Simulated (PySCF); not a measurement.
disulfane (H₂S₂), SMILES SS.

Coordinates come from a B3LYP-D3(BJ)/def2-TZVP optimisation.

All values below come from HF/def2-TZVPD (PySCF).

```yaml
total_energy: -796.25040 hartree
point_group: C2
highest_occupied_level: -10.44 eV
lowest_empty_level: 1.16 eV
orbital_gap: 11.61 eV
dipole_moment: 0.258 e·Å
quadrupole, principal values (traceless, Buckingham form, about the centre of nuclear charge): -3.14, -0.57, 3.71 D·Å
mean_static_polarisability: 43.4 bohr³ (6.43 Å³)
polarisability_principal_values: 37.2, 37.3, 55.8 bohr³
```
